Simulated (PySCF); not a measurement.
C2H7S, SMILES CC[SH2+], charge +1.

Coordinates come from a r2SCAN-D4/def2-SVP optimisation. The isomer is the one that the SMILES or the coordinates give; other isomers of the formula were not compared.

Two levels are set side by side: TDDFT-PBE/def2-SVPD (PySCF) and TDDFT-CAM-B3LYP/def2-SVPD (PySCF). Vertical, same geometry. The lowest singlet is HOMO−1→LUMO 99 % with PBE and HOMO→LUMO 85 % with the other functional; states are paired by order. Differences are taken from unrounded values.

```csv
quantity,TDDFT-CAM-B3LYP
lowest singlet excitation (eV),8.26
lowest triplet excitation (TDA) (eV),7.05
first bright state (f over 0.05) (eV),8.26
its oscillator strength,0.06
```

Question: What does TDDFT-PBE give, and how far is it from TDDFT-CAM-B3LYP? (The exact figures need the calculation; the answer reports its results.)

Answer: 
```csv
quantity,TDDFT-PBE,TDDFT-PBE minus TDDFT-CAM-B3LYP
lowest singlet excitation (eV),7.04,-1.21
lowest triplet excitation (TDA) (eV),6.51,-0.54
first bright state (f over 0.05) (eV),8.29,0.03
its oscillator strength,0.16,0.10
```

A lower first singlet is the usual sign of a functional without exact exchange. Differences between two approximate levels are no errors against the true value.

Rough cost on one machine, each run with all the roots and properties that it gave: TDDFT-CAM-B3LYP against TDDFT-PBE about 6 times.
